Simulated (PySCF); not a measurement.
neopentane (C5H12), singlet, geometry from GFN2-xTB, with bond 16-5 at 1.6 times its length. Base run: M062X/6-31G (PySCF).

Input for PySCF:
```python
from pyscf import gto, scf, dft

mol = gto.Mole()
mol.atom = '''
    C    -0.34215524   -0.44093178    1.42464201
    C     0.00000000   -0.00000000    0.00000000
    C     0.14029710    1.52302017   -0.04268716
    C    -1.11651382   -0.43618167   -0.95091448
    C     1.31837196   -0.64590671   -0.43104038
    H    -1.27791688    0.00855262    1.74994028
    H    -0.44624317   -1.52262297    1.47577845
    H     0.44101505   -0.13950486    2.11695060
    H     0.38391316    1.85675159   -1.04905668
    H    -0.78835260    2.00145569    0.26098084
    H     0.93057933    1.85339821    0.62799115
    H    -2.06369048    0.01337275   -0.66063489
    H    -1.23201677   -1.51780284   -0.93479673
    H    -0.89142473   -0.13133135   -1.97067241
    H     1.23876228   -1.73061949   -0.40725903
    H     2.61060962   -0.16845818    0.63288522
    H     1.57935432   -0.34414799   -1.44313471
'''
mol.basis = '6-31g'
mol.verbose = 4
mol.build()

mf = dft.RKS(mol)
mf.xc = 'm062x'
mf.kernel()
mf.analyze()
```

The base run was repeated with changes; each row names its change, and settings that it needs were set with it.

| change | ΔE vs base (µEh) | SCF cycles |
|---|---|---|
| base | 0.0 | 9 |
| conv_tol_grad = 1e-3 | 0.0 | 9 |
| solver = newton; init_guess = 1e | 0.0 | - |
| init_guess = vsap | 0.0 | 11 |
| diis_space = 12 | 0.0 | 9 |
| level_shift = 1.0 (with mf.max_cycle = 100) | 0.0 | 24 |
| diis = off; damp = 0.3 (with mf.diis_start_cycle = 200; with mf.max_cycle = 150) | 0.0 | 15 |
| diis_space = 4 | 0.0 | 9 |
| init_guess = huckel | 0.0 | 11 |
| conv_tol = 1e-6 | 0.1 | 6 |
| diis_space = 20 | 0.0 | 9 |
| init_guess = mod_huckel | 0.0 | 10 |
| level_shift = 0.5 (with mf.max_cycle = 100) | 0.0 | 15 |
